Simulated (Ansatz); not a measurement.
Reactions of `CC(O)(F)F`.

Gas-phase electronic energies from Ansatz, PBE0-D4/def2-TZVP geometries. CCSD(T)/CBS adds triple-zeta CCSD(T) − MP2 to the extrapolated MP2 energy (def2 sets, frozen cores). This one scheme is used for every species, atoms too. No spin–orbit coupling; open shells (•) take unrestricted orbitals. Spin–orbit coupling would lower the free atoms: a little for C, F, O. def2 core potentials past Kr. Bonds to Te are less sure, by a few kJ/mol each and by 10 to 20 or more in all where they break to atoms, as the def2 sets lack core-valence functions. Each species was taken in one conformer, which may not be the lowest.

Q: Order these by ΔE at CCSD(T)/CBS, lowest first. (An estimate is asked.)
A. `CC(O)(F)F` → `C[C](F)F`• + `[OH]`•
B. `CC(O)(F)F` → 2 C• + 2 F• + 4 H• + O•
C. `CC(O)(F)F` + CH₃OH → `COC(C)(F)F` + H₂O
D. `CC(O)(F)F` + `[SiH3][SiH2][TeH]` → `C[Te][SiH2][SiH3]` + `OC(F)F`
E. `CC(O)(F)F` → `[CH2]` (triplet) + `OC(F)F`
F. `CC(O)(F)F` → `F[C]F` + CH₃OH

A: C (-1.7 kJ/mol), D (+19.6 kJ/mol), F (+343.4 kJ/mol), E (+465.1 kJ/mol), A (+486.6 kJ/mol), B (+3572.3 kJ/mol).

Largest T1 diagnostic: 0.017, for `F[C]F`.
